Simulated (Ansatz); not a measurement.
Geometry optimisation, RKS LDA/def2-mTZVP (Ansatz).

Input:

```yaml
crystal:
  periodic: [false, false, false]
  atoms:
    - { symbol: B, position_ang: [-0.057794, -0.380529, -0.148597] }
    - { symbol: H, position_ang: [0.023845, -0.615562, 1.0296] }
    - { symbol: O, position_ang: [1.050251, -0.535875, -0.914862] }
    - { symbol: H, position_ang: [1.830665, -0.776096, -0.381896] }
    - { symbol: C, position_ang: [-1.40991, -0.047321, -0.818412] }
    - { symbol: H, position_ang: [-2.113887, -0.900641, -0.727506] }
    - { symbol: H, position_ang: [-1.896815, 0.805449, -0.313342] }
    - { symbol: H, position_ang: [-1.300717, 0.197876, -1.887766] }
    - { symbol: O, position_ang: [0.014843, 1.960356, 1.003057] }
    - { symbol: H, position_ang: [0.852127, 2.312494, 1.361231] }
    - { symbol: H, position_ang: [-0.163108, 1.15855, 1.560893] }
basis:
  gaussian: { orbitals: def2-mTZVP }
hamiltonian:
  xc: lda
relax:
  f_tol: 0.03
  max_steps: 50
```

Launched with:

```bash
$ ansatz run input.yaml --threads 2 --pin off --max-ram 3072MiB --backend cpu --events-out ev --progress --plain --runs-dir out
```

Where does it end, and by what steps?

The run converged. After 14 steps the energy has fallen by 0.208 eV; H10 moved furthest, 1.18 Å. Joined: B1–O9.

```json
{"step": "0", "energy less start (eV)": "0.0000", "largest force component (eV/Å)": "0.477", "accepted": "yes"}
{"step": "1", "energy less start (eV)": "-0.0079", "largest force component (eV/Å)": "0.612", "accepted": "yes"}
{"step": "2", "energy less start (eV)": "-0.0219", "largest force component (eV/Å)": "0.519", "accepted": "yes"}
{"step": "3", "energy less start (eV)": "-0.0398", "largest force component (eV/Å)": "0.774", "accepted": "yes"}
{"step": "4", "energy less start (eV)": "-0.0632", "largest force component (eV/Å)": "0.776", "accepted": "yes"}
{"step": "5", "energy less start (eV)": "-0.0933", "largest force component (eV/Å)": "0.868", "accepted": "yes"}
{"step": "6", "energy less start (eV)": "-0.1276", "largest force component (eV/Å)": "0.870", "accepted": "yes"}
{"step": "7", "energy less start (eV)": "-0.1652", "largest force component (eV/Å)": "0.659", "accepted": "yes"}
{"step": "8", "energy less start (eV)": "-0.1513", "largest force component (eV/Å)": "0.580", "accepted": "no"}
{"step": "9", "energy less start (eV)": "-0.1971", "largest force component (eV/Å)": "0.131", "accepted": "yes"}
{"step": "10", "energy less start (eV)": "-0.2023", "largest force component (eV/Å)": "0.066", "accepted": "yes"}
{"step": "11", "energy less start (eV)": "-0.2008", "largest force component (eV/Å)": "0.187", "accepted": "no"}
{"step": "12", "energy less start (eV)": "-0.2059", "largest force component (eV/Å)": "0.140", "accepted": "yes"}
{"step": "13", "energy less start (eV)": "-0.2050", "largest force component (eV/Å)": "0.203", "accepted": "no"}
{"step": "14", "energy less start (eV)": "-0.2076", "largest force component (eV/Å)": "0.027", "accepted": "yes"}
```

```xyz
11
Properties=species:S:1:pos:R:3
B -0.167 -0.123 0.128
H -0.238 -0.781 1.160
O 1.063 -0.182 -0.571
H 1.754 -0.654 -0.071
C -1.437 0.045 -0.773
H -1.714 -0.927 -1.219
H -2.318 0.406 -0.217
H -1.258 0.738 -1.615
O 0.005 1.530 0.852
H 0.810 1.750 0.323
H 0.328 1.375 1.765
```

Whether the end is a true minimum wasn't checked by a vibrational analysis.

Run time: 19 s on 2 threads of Arm Neoverse V1 (shared host), peak memory 0.13 GiB.
